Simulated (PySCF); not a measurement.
```xyz
4
charge 0 multiplicity 1, angstrom
Ru    0.0000    0.0000    0.0000
S     2.0510    0.0000    0.0000
S    -1.0255    1.7762    0.0000
S    -1.0255   -1.7762    0.0000
```

All numbers come from PBE0/[Ru def2-SVP with ECP28, S def2-SVP], scalar-relativistic core potentials, density fitting, no spin–orbit coupling, PySCF.

This geometry of RuS3 is a stationary point at this level.

Problem. What is the point group?

Solution. D3h.

Problem. Is it a minimum?

Solution. Yes: all harmonic wavenumbers are real.

Problem. List the harmonic modes with their infrared intensities.

Solution. 
```csv
symmetry,ω (cm⁻¹),"IR (km/mol, summed over degenerate members)"
a2'',75,0.1
e',168,9.2
a1',526,0.0
e',587,92.1
```

Problem. What are the dipole moment and the gap between the highest occupied and lowest empty levels?

Solution. 0.00 D and 3.11 eV.

Problem. What is the atomisation energy, with and without zero-point energy?

Solution. 1086 kJ/mol without, 1074 kJ/mol with.

In D3h the vibrations span a2'' + 2e' + a1'. The a1' mode carries no infrared intensity, as symmetry demands.

This need not be the most stable arrangement of these atoms.
